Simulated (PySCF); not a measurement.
A calculated (UHF, PySCF 2.14, x2c-SVPall, scalar relativity by spin-free X2C-1e) atom or ion has these occupied shells.

```
shell  electrons  orbital energy (eV)  rms radius, mean of both spins (bohr)
 1s α          1             -21160.4                                 0.0394
 1s β          1             -21160.4                                 0.0394
 2s α          1              -3101.3                                  0.162
 2s β          1              -3100.0                                  0.162
 2p α          3              -2771.1                                  0.144
 2p β          3              -2770.0                                  0.144
 3s α          1              -580.00                                  0.441
 3s β          1              -579.24                                  0.441
 3p α          3              -468.33                                  0.447
 3p β          3              -467.52                                  0.447
 3d α          5              -287.82                                  0.435
 3d β          5              -286.07                                  0.435
 4s α          1              -101.03                                   1.13
 4s β          1              -93.419                                   1.13
 4p α          3              -68.489                                   1.26
 4p β          3              -58.806                                   1.26
 4d α          5              -21.618                                   1.78
 5s α          1              -14.388                                   3.33
```

Task: Name the element and its charge.

Result: Tc⁺ (technetium, charge +1), in [Kr] 4d5 5s1, high-spin 7S determinant.
